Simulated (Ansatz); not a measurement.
Cost and result for the atomization energy of C₂H₅BClFO (`CC(O)(F)BCl`) (11 atoms, 10 bonds).

```
atom   x (Å)   y (Å)   z (Å)
  C1  -0.985   0.639   0.139
  C2   0.387   0.005   0.280
  O3   1.398   0.810  -0.199
  F4   0.590  -0.198   1.655
  B5   0.408  -1.419  -0.427
 Cl6   0.813  -1.559  -2.102
  H7  -1.003   1.574   0.710
  H8  -1.764  -0.013   0.537
  H9  -1.195   0.855  -0.909
 H10   1.277   1.700   0.150
 H11   0.072  -2.394   0.166
```

The species carries charge 0 and has multiplicity 1. The geometry is a stationary point of PBE0-D4/def2-TZVP. It is one conformer, not always the lowest. Program: Ansatz. All runs use 4 threads of an Arm Neoverse V1 on a shared host. Times are those of one run each, without the atoms' runs, and a repeat can differ threefold. Electronic energies, without spin–orbit coupling; frozen cores. CCSD(T)/CBS adds CCSD(T) − MP2 in def2-TZVPP to the MP2 limit, and its time is that of the two runs behind it. T1 = 0.012. B3LYP takes the VWN-RPA correlation (the form of Gaussian; ORCA's B3LYP/G).

CCSD(T)/CBS is a level of theory with its own doubt, some kJ/mol a heavy atom from the limit and from the frozen cores, so smaller differences don't rank the functionals.

```csv
level,functions,wall time,atomization (kJ/mol),difference from CCSD(T)/CBS,per bond
PBE-D4/def2-TZVPP (with forces),267,3.3 s,4357.1,130.5,13.1
PBE0-D4/def2-TZVPP,267,4 s,4261.9,35.3,3.5
B3LYP-D4/def2-TZVPP (with forces),267,6 s,4223.1,-3.5,-0.4
r2SCAN-D4/def2-TZVPP (with forces),267,6.5 s,4264.5,37.9,3.8
B2PLYP/def2-TZVPP,267,7.5 s,4187.7,-38.9,-3.9
ωB97X-V/def2-TZVPP,267,9.5 s,4245.1,18.5,1.9
ωB97M-V/def2-TZVPP (with forces),267,14 s,4256.8,30.2,3.0
MP2/def2-QZVPP,505,30 s,4296.4,69.8,7.0
CCSD(T)/def2-TZVPP,267,5.5 min,4120.6,-106.0,-10.6
CCSD(T)/CBS(def2),–,6 min,4226.6,0.0,0.0
```

In def2-TZVPP, CCSD(T) changes the Hartree–Fock value by +1038.9 kJ/mol (the triples alone add +70.3 kJ/mol) and MP2 by +1152.8 kJ/mol; breaking electron pairs costs correlation energy, which Hartree–Fock lacks. The D4 term adds +36.0 kJ/mol with B3LYP and +18.9 kJ/mol with PBE0; it sums over pairs of atoms, weighted by their polarisabilities, and B3LYP, whose exchange is more repulsive, gets the larger term. From PBE to PBE0 (25 % exact exchange), in def2-TZVPP and without D4, the atomization energy moves by −91.7 kJ/mol: exact exchange takes away binding that semilocal exchange gives to molecules.
